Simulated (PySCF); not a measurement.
Deuteron quadrupole couplings in `C/C=C\[P+]1(C)C=CCC=C1`

Species: C9H14P (charge +1).
Cartesian coordinates in Å at the GFN2-xTB level; atoms count from 1:
```xyz
24
C9H14P angstrom
C      2.2805    1.2933   -0.5057
C      2.6343   -0.0717   -0.0645
C      1.7775   -1.0316    0.2829
P     -0.0091   -0.8676    0.2992
C     -0.6336   -2.4547    0.9127
C     -0.7300   -0.5294   -1.3009
C     -1.6128    0.4515   -1.4728
C     -2.1098    1.3993   -0.4386
C     -1.4966    1.3373    0.9161
C     -0.6042    0.4502    1.3492
H      1.2022    1.4408   -0.5407
H      2.7037    1.4814   -1.4920
H      2.7250    2.0240    0.1699
H      3.6948   -0.2898   -0.0254
H      2.1269   -2.0078    0.5941
H     -1.7223   -2.4328    0.9463
H     -0.2442   -2.6359    1.9148
H     -0.3082   -3.2556    0.2485
H     -0.4174   -1.1654   -2.1180
H     -2.0353    0.6083   -2.4577
H     -3.1927    1.2565   -0.3329
H     -2.0034    2.4206   -0.8235
H     -1.8351    2.1113    1.5940
H     -0.2018    0.4876    2.3524
```

Level: PBE0/pcSseg-1 (PySCF, non-relativistic); Q(2H) = 0.00286 b; rigid geometry, the same for H and D, with no vibrational averaging.

**Question.** Rank these positions by the coupling χzz of a deuteron there, largest first.
A. H21 (methylene hydrogen)
B. H15 (vinylic hydrogen)
C. H11 (methyl hydrogen)

**Answer.** B (215 kHz), C (207 kHz), A (194 kHz).

**Question.** Tabulate Vzz, the asymmetry η and χzz = 234.96 MHz × Q × Vzz for every hydrogen position.

**Answer.** 
```
atom  bonded to  bond length (Å)  Vzz (au)     η  χzz (kHz)
 H11         C1            1.089    0.3083  0.07        207
 H12         C1            1.090    0.3059  0.03        206
 H13         C1            1.090    0.3055  0.03        205
 H14         C2            1.083    0.3108  0.03        209
 H15         C3            1.082    0.3197  0.11        215
 H16         C5            1.089    0.3053  0.03        205
 H17         C5            1.090    0.3043  0.03        204
 H18         C5            1.090    0.3044  0.03        205
 H19         C6            1.082    0.3205  0.08        215
 H20         C7            1.083    0.3112  0.04        209
 H21         C8            1.097    0.2888  0.05        194
 H22         C8            1.097    0.2884  0.06        194
 H23         C9            1.083    0.3112  0.04        209
 H24        C10            1.082    0.3206  0.08        215
```

**Question.** How does χzz go with the bond length over the 14 C–H bonds?

**Answer.** A straight-line fit has a slope of -12.1 kHz for each 0.01 Å, with a correlation coefficient of -0.96, over lengths from 1.082 to 1.097 Å. The longer bonds have the smaller couplings here.

**Question.** Give the 2H NMR doublet splittings at H11 for a magnetic field along the z, y and x axes of the gradient: 3χ/2, 3χ(1 + η)/4, 3χ(1 − η)/4.

**Answer.** With |χ| = 207.2 kHz and η = 0.071: 311, 166 and 144 kHz, to first order and without motion.

Geometry: GFN2-xTB, one conformer, isolated ion. GFN2-xTB bond lengths can be off by several hundredths of an ångström, more for odd bonds, and the gradients follow them. With so small a basis the couplings can be 20 % off.
